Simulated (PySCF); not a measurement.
A run for PySCF: U-M06-2X/def2-TZVPP on H (SMILES [H]).

```python
from pyscf import gto, dft

mol = gto.M(
    atom='''
    H     0.00000000    0.00000000    0.00000000
    ''',
    basis='def2-tzvpp',
    charge=0, spin=1, verbose=4, max_memory=1800)
mf = dft.UKS(mol, xc='m062x').density_fit(auxbasis='def2-universal-jkfit')
mf.grids.level = 4
mf.conv_tol = 1e-9
mf.max_cycle = 150
mf.kernel()
mf.dip_moment()
```

It printed:

```
PySCF version 2.14.0

[INPUT] verbose = 4
[INPUT] num. atoms = 1
[INPUT] num. electrons = 1
[INPUT] charge = 0
[INPUT] spin (= nelec alpha-beta = 2S) = 1
[INPUT] symmetry False subgroup None
[INPUT] Mole.unit = angstrom
[INPUT] Symbol           X                Y                Z      unit          X                Y                Z       unit  Magmom
[INPUT]  1 H      0.000000000000   0.000000000000   0.000000000000 AA    0.000000000000   0.000000000000   0.000000000000 Bohr   0.0

nuclear repulsion = 0
number of shells = 6
number of NR pGTOs = 16
number of NR cGTOs = 14
basis = def2-tzvpp
ecp = {}


******** <class 'pyscf.df.df_jk.DFUKS'> ********
method = DFUKS
initial guess = minao
damping factor = 0
level_shift factor = 0
DIIS = <class 'pyscf.scf.diis.CDIIS'>
diis_start_cycle = 1
diis_space = 8
diis_damp = 0
SCF conv_tol = 1e-09
SCF conv_tol_grad = None
SCF max_cycles = 150
direct_scf = False
number electrons alpha = 1  beta = 0
XC library pyscf.dft.libxc version 7.1.2
    S. Lehtola, C. Steigemann, M. J. T. Oliveira, and M. A. L. Marques,  SoftwareX 7, 1–5 (2018)
XC functionals = m062x
    Y. Zhao and D. G. Truhlar,  Theor. Chem. Acc. 120, 215 (2008)
    Y. Zhao and D. G. Truhlar,  Theor. Chem. Acc. 120, 215 (2008)
radial grids:
    Treutler-Ahlrichs [JCP 102, 346 (1995); DOI:10.1063/1.469408] (M4) radial grids

becke partition: Becke, JCP 88, 2547 (1988); DOI:10.1063/1.454033
pruning grids: <function nwchem_prune>
grids dens level: 4
symmetrized grids: False
atomic radii adjust function: <function treutler_atomic_radii_adjust>
small_rho_cutoff = 0
Set gradient conv threshold to 3.16228e-05
tot grids = 15712
******** <class 'pyscf.df.df.DF'> ********
auxbasis = def2-universal-jkfit
init E= -0.395479561559861

WARN: HOMO -0.196214853408088 >= LUMO -0.196214853408088

cycle= 1 E= -0.493316159630095  delta_E= -0.0978  |g|= 0.0632  |ddm|= 0.388

WARN: HOMO -0.390644766665842 >= LUMO -104083.548945992

cycle= 2 E= -0.497941300362855  delta_E= -0.00463  |g|= 0.0123  |ddm|= 0.111

WARN: HOMO -0.381311263665049 >= LUMO -207977.789896436

cycle= 3 E= -0.498135916858417  delta_E= -0.000195  |g|= 0.00257  |ddm|= 0.0317

WARN: HOMO -0.378928803187306 >= LUMO -220871.094256594

cycle= 4 E= -0.498147721646728  delta_E= -1.18e-05  |g|= 8.62e-05  |ddm|= 0.00943

WARN: HOMO -0.378889078516112 >= LUMO -220087.7256303

cycle= 5 E= -0.49814772492513  delta_E= -3.28e-09  |g|= 4.67e-06  |ddm|= 6.46e-05

WARN: HOMO -0.378890443529232 >= LUMO -220123.958302527

cycle= 6 E= -0.498147724932663  delta_E= -7.53e-12  |g|= 1.9e-06  |ddm|= 2.16e-06

WARN: HOMO -0.378891292451296 >= LUMO -220150.15322632

Extra cycle  E= -0.49814772493416  delta_E= -1.5e-12  |g|= 2.25e-08  |ddm|= 1.52e-06
converged SCF energy = -0.49814772493416  <S^2> = 0.75  2S+1 = 2
Dipole moment(X, Y, Z, Debye):  0.00000,  0.00000, -0.00000
```

The run converged.

Cost: around 0.6 core-seconds (rough).
